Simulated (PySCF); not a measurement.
Work out the structure from these simulated measurements.

Elements present: C, H and O. Monoisotopic mass: 100.0524 u.

| Item | Value |
| --- | --- |
| Rotational structure | rotational constants A, B, C: 4.540, 1.916, 1.370 GHz [GFN2-xTB] |
| Triplet | lowest triplet excitation (Tamm–Dancoff): 3.78 eV [TDA CAM-B3LYP/def2-SVPD] |
| UV, first state | lowest singlet excitation: 5.26 eV (236 nm, f = 0.000) [TDDFT CAM-B3LYP/def2-SVPD] |
| Dipole | 2.57 D [CAM-B3LYP/def2-SVPD] |
| UV, strongest line | among the 8 lowest singlet transitions: S2 at 6.09 eV (204 nm, f = 0.423) [TDDFT CAM-B3LYP/def2-SVPD] |
| NMR, other nuclei | isotropic shieldings of nuclei other than C and H, by class: -91 (1 O), 140 (1 O) ppm [GIAO PBE0/pcSseg-1] |
| 13C NMR | chemical shifts (computed TMS as zero) by class: 171.5 (1 C), 148.1 (1 C), 133.4 (1 C), 18.4 (1 C), 14.6 (1 C) ppm [GIAO PBE0/pcSseg-1] |
| Polarisability | 70.0 au [CAM-B3LYP/def2-SVPD] |

The electronic properties come from PySCF, for the isolated species, density fitting. Levels stand in brackets. The structure is a single GFN2-xTB conformer in the gas phase; no vibrational or solvent corrections. NMR values are class means; diastereotopic atoms form classes of their own.

Task: Which formula fits the mass and the elements?

Result: C5H8O2 (calculated 100.0524). No other formula that holds each of these elements comes within 0.0003 u with a fitting electron parity and a possible valence count.

Task: Give a SMILES that accounts for the data.

Result: Numbering: `[CH3:1]/[CH:2]=[C:3](\[CH3:4])[C:5](=[O:6])[OH:7]`. Its formula, C5H8O2, gives 2 degrees of unsaturation: 0 rings and 2 π bonds in the structure found. 5 carbons fall into 5 classes; from least to most shielded: carboxylic acid carbon [C5] (171.5 ppm), alkene CH carbon [C2] (148.1 ppm), fully substituted alkene carbon [C3] (133.4 ppm), allylic carbon [C1] (18.4 ppm), allylic carbon [C4] (14.6 ppm). The other shieldings belong to: -91 ppm, acid carbonyl oxygen [O6]; 140 ppm, acid hydroxyl oxygen [O7]. The optimised geometry has point group Cs and is an asymmetric top. Structure: tiglic acid, `C/C=C(\C)C(=O)O`. Computed isomers that give other values at the same levels: `C=CCC(=O)OC` (13C chemical shifts (computed TMS as zero) by class: 177.2 (1 C), 142.3 (1 C), 123.6 (1 C), 53.1 (1 C), 46.3 (1 C) ppm); `C=CC1OCCO1` (13C chemical shifts (computed TMS as zero) by class: 144.9 (1 C), 124.0 (1 C), 108.8 (1 C), 65.9 (2 C) ppm); `O=C1CCOCC1` (lowest singlet excitation: 4.37 eV (284 nm, f = 0.000)). The assignments are read from this structure; whether some other isomer fits the data as well wasn't checked.

The values belong to the conformer `[CH3:1]/[CH:2]=[C:3](\[CH3:4])[C:5](=[O:6])[OH:7]`: C2–C3–C5–O6 180°, H–O7–C5–C3 180°.
